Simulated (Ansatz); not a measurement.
Reaction (redistribution): `[CH3][GeH]([Cl])[SeH]` + `N[SiH]([SiH3])[SiH3]` → `N[SiH]([SiH3])[SeH]` + `[CH3][GeH]([SiH3])[Cl]`

Gas-phase electronic energies from Ansatz, PBE0-D4/def2-TZVP geometries. CBS: MP2 limit from def2 TZ/QZ plus the TZ coupled-cluster correction, frozen cores. Functionals use def2-TZVPP. For Ge, Se outer-core shells are correlated without core-valence functions, which leaves a few kJ/mol of doubt a bond. Scalar relativity is left out up to krypton. One conformer a species, not always the lowest.

```csv
level,ΔE (kJ/mol),difference from CCSD(T)/CBS
LDA (SPW92),-18.4,3.3
B97M-V,-15.2,6.5
PBE0-D4,-17.1,4.6
BHLYP-D4,-19.8,1.9
B2PLYP,-19.1,2.6
PBE,-16.0,5.7
revPBE,-15.2,6.5
BLYP,-17.3,4.4
CAM-B3LYP,-20.0,1.7
SCS-MP2/def2-QZVPP,-21.7,0.0
CCSD(T)/CBS,-21.7,0
```

Largest T1 diagnostic among the species: 0.013.

Leaving LDA and LC-ωPBE aside and taking each functional with its dispersion term where it has one, the values, not all of them listed here, spread over 6.2 kJ/mol, from ωB97M-V to B97M-V. At CCSD(T), def2-SVP lies +10.2 kJ/mol from the extrapolated value and def2-TZVPP +4.1 kJ/mol.
